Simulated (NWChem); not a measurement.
System: PbBr cation, singlet; SMILES [Br][Pb+]

Input file for NWChem:

```
start job
memory heap 200 mb stack 900 mb global 1100 mb
charge 1
geometry units angstroms
  Pb     0.000000     0.000000    -0.746941
  Br     0.000000     0.000000     1.739690
end
basis spherical
  * library def2-svp
end
ecp
  Pb library def2-ecp
end
dft
  xc becke88 lyp
  iterations 150
end
driver
  maxiter 120
end
task dft optimize
dft
  grid fine
  convergence energy 1d-8 density 1d-7
end
task dft freq numerical
```

Output (shortened):

```
             Northwest Computational Chemistry Package (NWChem) 7.3.0
             --------------------------------------------------------

 ORDER OF PRIMARY AXIS IS BEING SET TO 4
 C4V symmetry detected

                             Geometry "geometry" -> ""
                             -------------------------

 Output coordinates in angstroms (scale by  1.889725989 to convert to a.u.)

  No.       Tag          Charge          X              Y              Z
 ---- ---------------- ---------- -------------- -------------- --------------
    1 Pb                  82.0000     0.00000000     0.00000000    -0.74386397
    2 Br                  35.0000     0.00000000     0.00000000     1.74276703

 Effective nuclear repulsion energy (a.u.)     610.7615905332

      Symmetry information
      --------------------

 Group name             C4v
 Group number             18
 Group order               8
 No. of unique centers     2

                                Z-matrix (autoz)
                                --------

 Units are Angstrom for bonds and degrees for angles

      Type          Name      I     J     K     L     M      Value
      ----------- --------  ----- ----- ----- ----- ----- ----------
    1 Stretch                  1     2                       2.48663

                           NWChem Geometry Optimization
                           ----------------------------

 maximum gradient threshold         (gmax) =   0.000450
 rms gradient threshold             (grms) =   0.000300
 maximum cartesian step threshold   (xmax) =   0.001800
 rms cartesian step threshold       (xrms) =   0.001200
 fixed trust radius                (trust) =   0.300000
 source of zmatrix                         =   autoz

          -------------------
          Energy Minimization
          -------------------

 Using diagonal initial Hessian
 Scaling for Hessian diagonals: bonds = 1.00  angles = 0.25  torsions = 0.10

          --------
          Step   0

                                 NWChem DFT Module
                                 -----------------

[...]

      ----------------------
      Optimization converged
      ----------------------

  Step       Energy      Delta E   Gmax     Grms     Xrms     Xmax
  ---- ---------------- -------- -------- -------- -------- --------
@    3   -2766.51698283  1.8D-09  0.00000  0.00000  0.00002  0.00004
                                     ok       ok       ok       ok

                                Z-matrix (autoz)
                                --------

 Units are Angstrom for bonds and degrees for angles

      Type          Name      I     J     K     L     M      Value     Gradient
      ----------- --------  ----- ----- ----- ----- ----- ---------- ----------
    1 Stretch                  1     2                       2.56504   -0.00000

                         Geometry "geometry" -> "geometry"
                         ---------------------------------

 Output coordinates in angstroms (scale by  1.889725989 to convert to a.u.)

  No.       Tag          Charge          X              Y              Z
 ---- ---------------- ---------- -------------- -------------- --------------
    1 Pb                  82.0000     0.00000000     0.00000000    -0.78306677
    2 Br                  35.0000     0.00000000     0.00000000     1.78196982

 Effective nuclear repulsion energy (a.u.)     592.0924124298

      Symmetry information
      --------------------

 Group name             C4v
 Group number             18
 Group order               8
 No. of unique centers     2

                Final and change from initial internal coordinates
                --------------------------------------------------

                                Z-matrix (autoz)
                                --------

 Units are Angstrom for bonds and degrees for angles

[...]

 Rotational Constants
 --------------------
 A=   0.000000 cm-1  (  0.000000 K)
 B=   0.044381 cm-1  (  0.063852 K)
 C=   0.044381 cm-1  (  0.063852 K)

 Temperature                      =   298.15K
 frequency scaling parameter      =   1.0000

 Linear Molecule

 Zero-Point correction to Energy  =    0.343 kcal/mol  (  0.000547 au)
 Thermal correction to Energy     =    2.138 kcal/mol  (  0.003407 au)
 Thermal correction to Enthalpy   =    2.730 kcal/mol  (  0.004350 au)

 Total Entropy                    =   63.419 cal/mol-K
   - Translational                =   42.851 cal/mol-K (mol. weight = 287.8931)
   - Rotational                   =   18.768 cal/mol-K (symmetry #  =        1)
   - Vibrational                  =    1.800 cal/mol-K

 Cv (constant volume heat capacity) =    6.744 cal/mol-K
   - Translational                  =    2.979 cal/mol-K
   - Rotational                     =    1.986 cal/mol-K
   - Vibrational                    =    1.778 cal/mol-K

[normal modes left out]

 ----------------------------------------------------------------------------
 Normal Eigenvalue ||           Projected Infra Red Intensities
  Mode   [cm**-1]  || [atomic units] [(debye/angs)**2] [(KM/mol)] [arbitrary]
 ------ ---------- || -------------- ----------------- ---------- -----------
    1       -0.000 ||    0.002202           0.051         2.146       4.702
    2       -0.000 ||    0.002202           0.051         2.146       4.702
    3        0.000 ||    0.002453           0.057         2.391       5.238
    4        0.000 ||    0.002453           0.057         2.391       5.238
    5        0.000 ||    0.003474           0.080         3.386       7.418
    6      240.349 ||    0.015314           0.353        14.928      32.702
 ----------------------------------------------------------------------------
```

Level: BLYP/def2-SVP with def2 effective core potentials on Pb. Low-valent species are run as closed-shell singlets; no triplet was tried in these runs. This build's default masses of Se (78.918 u) and Br (79.917 u) are each other's, which moves their modes by up to 0.6 %. def2 effective core potentials on Pb; no spin-orbit coupling.
